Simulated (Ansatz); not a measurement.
Calculated with Ansatz (gas phase, PBE0-D4/def2-TZVP geometries, no zero-point term in ΔE). CBS: MP2 limit from def2 TZ/QZ plus the TZ coupled-cluster correction, frozen cores. This one scheme is used for every species, atoms too. DFT in def2-TZVPP. B3LYP here is the variant with VWN-RPA as its local correlation; programs differ in this. No spin–orbit coupling; open shells (•) take unrestricted orbitals. Spin–orbit coupling would lower the free atoms: a little for C, F.

`FC(F)=C(F)C(F)(F)F` → 3 C• + 6 F•  (atomization)

```tsv
level	ΔE (eV)	difference from CCSD(T)/CBS
revPBE-D4	40.52	0.85
B3LYP-D4	39.52	-0.15
r2SCAN0-D4	38.66	-1.01
BHLYP-D4	36.84	-2.83
PBE-QIDH	39.63	-0.04
revPBE	39.84	0.17
BLYP	39.91	0.24
B3LYP	39.21	-0.46
BHLYP	36.63	-3.04
LC-ωPBE	40.49	0.82
RPA@PBE/def2-TZVPP	35.06	-4.61
MP2/def2-SVP	39.90	0.23
CCSD(T)/def2-SVP	37.82	-1.85
SCS-MP2/def2-TZVPP	39.31	-0.36
HF/def2-QZVPP	25.96	-13.71
MP2/def2-QZVPP	41.52	1.85
CCSD(T)/CBS	39.67	0
```

Question: What do rigid-rotor, harmonic-oscillator terms from PBE0-D4/def2-TZVP frequencies (298.15 K, 1 bar) make of the CCSD(T)/CBS value? (Estimate.)

Answer: Ansatz gave: ΔZPE = -0.95 eV, ΔH = +39.06 eV, ΔS = 1062 J/(mol·K), ΔG = +35.78 eV. Open shells count their whole term as degenerate. Modes under 50 cm⁻¹ make the entropy rough.

Largest T1 diagnostic among the species: 0.013.

From PBE to PBE0 (25 % exact exchange), in def2-TZVPP and without D4, ΔE moves by −2.10 eV: exact exchange takes away binding that semilocal exchange gives to molecules. The D4 term adds +0.31 eV with B3LYP and +0.16 eV with PBE0; it sums over pairs of atoms, weighted by their polarisabilities, and B3LYP, whose exchange is more repulsive, gets the larger term.

For atomizations the MP2-based limit and the directly extrapolated one differ by several kJ/mol either way, and by 10 to 25 for some Ge, Se and Sn compounds, so smaller differences from it don't rank the levels.
